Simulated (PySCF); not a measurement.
# What a mistake does to a calculation on AlBH4NSi cation

These are calculations, not measurements. They come from PySCF 2.14.0, an open-source quantum chemistry program, on an isolated molecule that a program drew, which may never have been made. The molecule is AlBH4NSi cation (charge +1, singlet), drawn as the SMILES string `[BH2][Al]=[N][SiH2+]`.

Each row is a Hartree-Fock (HF) and frozen-core CCSD(T) single point in the cc-pV(D+d)Z basis, meant for a local HF minimum. Run 1 is clean. Each other run has one planted mistake out of seven kinds, and not every kind appears here: one electron removed, one electron added, multiplicity raised by two, geometry at a saddle point, minimal basis STO-3G, one bond length entered in bohr, all coordinates scaled. The reference is restricted for singlets and unrestricted otherwise, and also for a bond in bohr. Adding or removing an electron swaps singlet and doublet. Electrons count all cores. HOMO and LUMO are orbital energies over both spins, the gradient is its largest component, and the lowest frequency (negative if imaginary) is given only where the gradient is small. Bond lengths are over the 7 bonds as drawn. T1 is the CCSD diagnostic: over 0.02 (restricted) or 0.045 (unrestricted) a single reference is doubtful.

Geometry of the clean run:
```xyz
8
AlBH4NSi cation, angstrom
B    -0.3466    0.8336   -3.7628
Al   -0.0995    1.5708   -1.7504
N     0.0918    2.1430   -0.1881
Si    0.2727    2.6844    1.2928
H     0.5590    0.9515   -4.5250
H    -1.3821    0.3283   -4.0583
H     0.8000    1.8533    2.3771
H    -0.0748    4.0532    1.6799
```

```
run,electrons,basis functions,<S^2>,HOMO (eV),LUMO (eV),gradient (hartree/bohr),lowest frequency (cm^-1),mean bond (Å),longest bond (Å),T1,HF (hartree),CCSD(T) (hartree),mistake
1,42,94,0.000,-15.30,-4.18,2.1e-05,45,1.5324,2.157,0.0179,-612.06646,-612.49068,no fault
2,42,32,0.000,-12.04,0.70,2.5e-02,-,1.5324,2.157,0.0289,-604.85765,-605.07619,minimal basis STO-3G
3,41,94,0.759,-19.88,-13.99,7.7e-02,-,1.5324,2.157,0.0283,-611.51378,-611.91414,?
4,42,94,0.867,-13.99,-4.34,1.5e-02,-,1.7185,2.767,0.0409,-611.95622,-612.36861,?
```

**Which mistake was planted in run 3, and what did it cost?**

It counts 41 electrons, one fewer than the clean run, at the same geometry and basis. So the mistake is: one electron removed. Subtracting run 1 and multiplying by 627.51 kcal/mol a hartree, the energy moved by 346.8 kcal/mol in HF and 361.8 kcal/mol in CCSD(T).

**Which mistake was planted in run 4, and what did it cost?**

The mean bond changes by a factor of 1.121 and the longest by 1.283, so the molecule wasn't scaled as a whole. A length L in bohr read as angstrom grows by (1/0.5292 - 1) L = 0.890 L. The 7 bonds together grew by 7 x 0.1861 = 1.303 Å, which gives L = 1.464 Å. That is the length of one of the H-Si bonds, 1.464 Å in the clean geometry. So the mistake is: one bond length entered in bohr. Subtracting run 1 and multiplying by 627.51 kcal/mol a hartree, the energy moved by 69.2 kcal/mol in HF and 76.6 kcal/mol in CCSD(T).

Cautions from the logs. Run 2: T1 is over the limit, so its CCSD(T) energy is less reliable.
